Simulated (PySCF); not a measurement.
# How methods differ on the electron affinity of Ca

Ca⁻ [Ar] 3d1 4s2 (2D) → Ca [Ar] 4s2 (1S), as a difference of total energies. All numbers are calculated (PySCF 2.14, the spin-free X2C one-electron Hamiltonian (Gaussian nucleus), in aug-cc-pwCVTZ-X2C with one added diffuse shell each of s, p, d, f type (10s9p7d4f, 100 functions)). Correlated levels: valence and next inner shell: [Ne] frozen. The calculations carry no spin-orbit coupling.

| method | electron affinity (eV) |
| --- | --- |
| UHF | -0.530 |
| MP2 (valence and next inner shell) | -0.511 |
| SCS-MP2 (valence and next inner shell) | -0.515 |
| CCSD (valence and next inner shell) | -0.506 |
| CCSD(T) (valence and next inner shell) | -0.500 |

The configuration of this anion was assumed by filling the next shell in order. It is not the known or likely ground configuration (Ca⁻, Sr⁻ and Ba⁻, for instance, bind a p electron), so these values are not the electron affinity of the element.

A negative affinity means that the anion lies above the atom at that level of theory.
